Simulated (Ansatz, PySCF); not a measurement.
C3H6FNSi, SMILES F[C@@H]1CN=C1[SiH3]. Atoms are numbered in the order given.

```xyz
12

F     -0.9884     1.1005     1.4903
C     -0.9428     0.7614     0.1732
C     -1.8719    -0.3640    -0.3201
N     -0.6728    -1.0771    -0.8128
C      0.1254    -0.2063    -0.2861
Si     2.0127    -0.2534    -0.2397
H     -0.9877     1.6837    -0.4329
H     -2.6199    -0.1308    -1.0953
H     -2.3586    -0.9079     0.5035
H      2.4933    -1.3782    -1.0889
H      2.4612    -0.4368     1.1722
H      2.5412     1.0505    -0.7419
```
Charge 0, spin multiplicity 1.

Geometry: PBE0-D3(BJ)/def2-SVP. The structure was generated by enumeration; whether it is a known compound was not checked.

Two levels are set side by side: PBE-D3(BJ)/def2-SVP (Ansatz, a quantum-chemistry and plane-wave program) and PBE0-D3(BJ)/def2-SVP (Ansatz). Each level has its own optimised geometry; the coordinates shown are those of the second. Frequencies come from the Hessian of PySCF at each geometry. Differences are taken from unrounded values.

| quantity | PBE0-D3(BJ) | PBE-D3(BJ) | PBE-D3(BJ) minus PBE0-D3(BJ) |
|---|---|---|---|
| mean bond length (Å) | 1.405 | 1.416 | 0.011 |
| bond F1–C2 (Å) | 1.361 | 1.377 | 0.016 |
| bond C2–C3 (Å) | 1.540 | 1.552 | 0.012 |
| bond C2–C5 (Å) | 1.513 | 1.522 | 0.009 |
| bond C3–N4 (Å) | 1.480 | 1.496 | 0.017 |
| bond N4–C5 (Å) | 1.293 | 1.310 | 0.016 |
| bond C5–Si6 (Å) | 1.888 | 1.895 | 0.007 |
| bond C2–H7 (Å) | 1.105 | 1.115 | 0.010 |
| bond C3–H8 (Å) | 1.102 | 1.111 | 0.009 |
| bond C3–H9 (Å) | 1.100 | 1.109 | 0.008 |
| bond Si6–H10 (Å) | 1.489 | 1.500 | 0.011 |
| bond Si6–H11 (Å) | 1.493 | 1.503 | 0.011 |
| bond Si6–H12 (Å) | 1.494 | 1.504 | 0.010 |
| highest harmonic wavenumber (cm⁻¹) | 3154 | 3061 | -93 |
| mean harmonic wavenumber (cm⁻¹) | 1216 | 1168 | -48 |
| zero-point energy (kcal/mol) | 52.14 | 50.08 | -2.06 |

GGA bonds tend to be longer and softer than those of functionals with exact exchange. Differences between two approximate levels are no errors against the true value.
